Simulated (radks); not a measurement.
Problem. Species: neutral technetium. Configuration: [Kr] 4d5 5s2 (the NIST ground configuration). Method: non-relativistic Kohn-Sham, PBE, spin-polarised, spherical densities, point nucleus; open shells are filled with parallel spins first (spin-orbit coupling, left out, can overturn this in heavy ions); relativity is left out, which matters for an element this heavy; computed with a radial shooting solver on a logarithmic mesh with Libxc functionals. Some entries of the table are withheld. Estimate them.

orbital  occ.  eigenvalue (hartree)  r(max) (bohr)  <1/r> (bohr^-1)
1s down     1             -746.7036        0.02345            42.48
1s up       1             -746.7034        0.02345            42.48
2s up       1             -104.6669         0.1309            9.594
2s down     1             -104.6428         0.1309            9.595
2p up       3             -96.63258         0.1029            9.589
2p down     3             -96.61503         0.1029            9.590
3s up       1             -18.16036         0.3834            3.345
3s down     1             -18.14886         0.3835            3.345
3p up       3             -15.04214         0.3706            3.255
3p down     3             -15.02862         0.3707            3.255
3d up       5              -9.32030         0.3115            3.082
3d down     5              -9.29886         0.3117            3.082
4s up       1              -2.59120         0.9765            1.246
4s down     1              -2.47034         0.9715            1.256
4p up       3              -1.68406          1.036            1.131
4p down     3              -1.55685          1.029            1.139
4d up       5              -0.30854          1.262           0.8071
5s up       1                   (1)          2.761           0.3876
4d down     0              -0.18680          1.258           0.7763
5s down     1                   (2)          2.982           0.3503

Solution. 
(1) 5s up eigenvalue (hartree): -0.19273
(2) 5s down eigenvalue (hartree): -0.15025
